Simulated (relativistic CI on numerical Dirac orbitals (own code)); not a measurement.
**Ru21+: q coefficients and field-shift factors**

Computed by Dirac-Coulomb-Breit CI, separate exchange-only KLI orbitals for each configuration, derivatives by finite differences, unscaled Slater integrals, QED left out (own radial code, finite nucleus).

Configurations in the expansion (outside the closed core [Ne]): 3s2 3p6 3d5, 3s2 3p5 3d6, 3s2 3p4 3d7, 3s 3p6 3d6, 3p6 3d7, 3s 3p5 3d7, 3s2 3p6 3d4 4s, 3s2 3p6 3d3 4s2. Levels of other configurations are missing.

With x = (α/α₀)² − 1 an excitation energy changes as ω = ω₀ + qx; K = 2q/ω₀ is the relative enhancement. Terms are leading LS components, so labels can repeat. The field-shift factor is F = δν/δ⟨r²⟩ for the transition from the lowest level.

Lowest level 3s2 3p6 3d5 6S_5/2.

```csv
Level,ω₀ (cm⁻¹),q (cm⁻¹),F (GHz/fm²)
3s2 3p6 3d5 4G_5/2,90720.6,-35180,-0.0976
3s2 3p6 3d5 4G_7/2,109676.4,-5968,0.102
3s2 3p6 3d5 4P_3/2,111019.8,-8206,0.0448
3s2 3p6 3d5 4G_11/2,112376.0,-176.7,0.152
3s2 3p6 3d5 4G_5/2,113215.8,3808,0.136
3s2 3p6 3d5 4G_9/2,116497.8,6862,0.188
3s2 3p6 3d5 4P_1/2,121231.0,4352,0.123
3s2 3p6 3d5 4D_7/2,138165.0,14590,0.205
3s2 3p6 3d5 4D_5/2,146101.0,9716,0.19
3s2 3p6 3d5 4D_1/2,152418.8,30040,0.288
3s2 3p6 3d5 4D_3/2,155604.2,30340,0.303
3s2 3p6 3d5 2I_11/2,162083.5,6741,0.281
3s2 3p6 3d5 2F_7/2,171179.7,-5221,0.126
3s2 3p6 3d5 2D_3/2,171877.7,9422,0.23
3s2 3p6 3d5 2I_13/2,174271.0,19080,0.368
3s2 3p6 3d5 2F_5/2,175608.5,32510,0.356
3s2 3p6 3d5 2G_9/2,177367.0,2438,0.224
3s2 3p6 3d5 4F_5/2,194274.9,29870,0.358
3s2 3p6 3d5 2H_9/2,200548.7,20880,0.381
3s2 3p6 3d5 2F_7/2,207441.0,37450,0.444
3s2 3p6 3d5 4F_3/2,211616.7,43720,0.438
3s2 3p6 3d5 2G_7/2,215465.7,35530,0.388
3s2 3p6 3d5 2F_5/2,219654.8,25270,0.374
```

At this charge energies of transitions that change n are usually good to better than 1 %, and those within a shell (Δn = 0) to a few per cent. Terms inside the open d or f shell come out 10 to 20 % too wide with unscaled integrals.

(1) Which transition from the lowest level has the largest |K|?

Answers

(1) 3s2 3p6 3d5 4G_5/2 at 90720.6 cm⁻¹, K = -0.776.
